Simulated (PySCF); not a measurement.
## Interval between two levels of Br²⁺ by level of theory

Br²⁺ [Ar] 3d10 4s2 4p3 [4S3/2, M_J = 3/2] → Br²⁺ [Ar] 3d10 4s1 4p4 [4P5/2, M_J = 5/2], as a difference of total energies. All numbers are calculated (PySCF 2.14, the two-component X2C-1e Hamiltonian, in x2c-TZVPall-2c). Correlated levels: [Ne] frozen. "Screened" scales the spin-orbit matrix elements by Boettger's factors to mimic the two-electron term; Breit and QED terms are absent.

```json
{"method": "GHF (spin-free)", "interval between two levels (cm⁻¹)": "106700"}
{"method": "GMP2 (spin-free)", "interval between two levels (cm⁻¹)": "106620"}
{"method": "GHF (screened spin-orbit)", "interval between two levels (cm⁻¹)": "105300"}
{"method": "GMP2 (screened spin-orbit)", "interval between two levels (cm⁻¹)": "105200"}
```

The labels give the starting determinants; with spin-orbit coupling the two ends relaxed to ⟨J²⟩ = 3.75, ⟨L²⟩ = 0.02, ⟨S²⟩ = 3.72 and ⟨J²⟩ = 8.76, ⟨L²⟩ = 2.02, ⟨S²⟩ = 3.75.
